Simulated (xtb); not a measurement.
Job for xtb: GFN1-xTB on CH6BN (SMILES BNC).

```
$ xtb mol.xyz --gfn 1 --sp --chrg 0 --uhf 0
9

B     -1.38988708     0.15763224    -0.20678556
N     -0.11461189     0.44900183     0.24816182
C      1.09252021    -0.33270417     0.03541178
H     -2.28025355     0.90724825     0.05556068
H     -1.56376461    -0.83470878    -0.84798355
H      0.03549468     1.28679976     0.79051731
H      1.84980462     0.24229252    -0.50410955
H      0.84443658    -1.21338357    -0.55407535
H      1.52626105    -0.66217809     0.98330242
```

The head of its log:

```
[...]
           -------------------------------------------------
          |                Calculation Setup                |
           -------------------------------------------------



           -------------------------------------------------
          |                 G F N 1 - x T B                 |
           -------------------------------------------------

        Reference                      10.1021/acs.jctc.7b00118
      * Hamiltonian:
        H0-scaling (s, p, d)           1.850000    2.250000    2.000000
        zeta-weighting                 0.000000
      * Dispersion:
        s8                             2.400000
        a1                             0.630000
        a2                             5.000000
        s9                             0.000000
      * Repulsion:
        kExp                           1.500000
        rExp                           1.000000
      * Coulomb:
        alpha                          2.000000
        third order                    atomic
        anisotropic                    false
      * Halogen bond correction:
        rad-scale                      1.300000
        damping                        0.440000


          ...................................................
          :                      SETUP                      :
          :.................................................:
          :  # basis functions                  24          :
          :  # atomic orbitals                  24          :
          :  # shells                           18          :
          :  # electrons                        18          :
          :  # halogen bonds                     0          :
          :  max. iterations                   250          :
          :  Hamiltonian                  GFN1-xTB          :
          :  restarted?                      false          :
          :  GBSA solvation                  false          :
          :  PC potential                    false          :
          :  electronic temp.          300.0000000     K    :
          :  accuracy                    1.0000000          :
          :  -> integral cutoff          0.2500000E+02      :
          :  -> integral neglect         0.1000000E-07      :
          :  -> SCF convergence          0.1000000E-05 Eh   :
          :  -> wf. convergence          0.2000000E-04 e    :
          :  Broyden damping             0.4000000          :
          :  net charge                          0          :
          :  unpaired electrons                  0          :
          ...................................................

 iter      E             dE          RMSdq      gap      omega  full diag
   1    -10.0443229 -0.100443E+02  0.760E+00    5.55       0.0  T
   2    -10.0674714 -0.231486E-01  0.453E+00    6.14       1.0  T
```

Question: What total energy does the run end on?

Answer: -9.9440 hartree.
